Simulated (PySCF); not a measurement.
## I⁴²⁺: ionisation energy

I⁴²⁺ [Ne] 3s1 (2S) → I⁴³⁺ [Ne] (1S), as a difference of total energies. Calculation: PySCF 2.14, in an even-tempered Gaussian basis (18 s from 8 bohr⁻², ratio 2.5; 12 p from 10 bohr⁻², ratio 2.5; 4 d from 38 bohr⁻², ratio 2.7; 4 f from 58 bohr⁻², ratio 2.7); scalar relativity by spin-free X2C-1e. Correlated levels: outer shells: 1s2 frozen; virtual orbitals above 40 to 60 times the deepest correlated orbital energy dropped. The calculations carry no spin-orbit coupling.

```
                method  ionisation energy (eV)
                   UHF                  3184.7
    MP2 (outer shells)                  3185.4
SCS-MP2 (outer shells)                  3185.3
   CCSD (outer shells)                  3185.4
CCSD(T) (outer shells)                  3185.4
```

Breit and QED terms and the two-electron picture change are absent.

For comparison: 3185.5 ± 0.5 eV (semi-empirical (NIST evaluation); NIST Atomic Spectra Database, ionization energies).
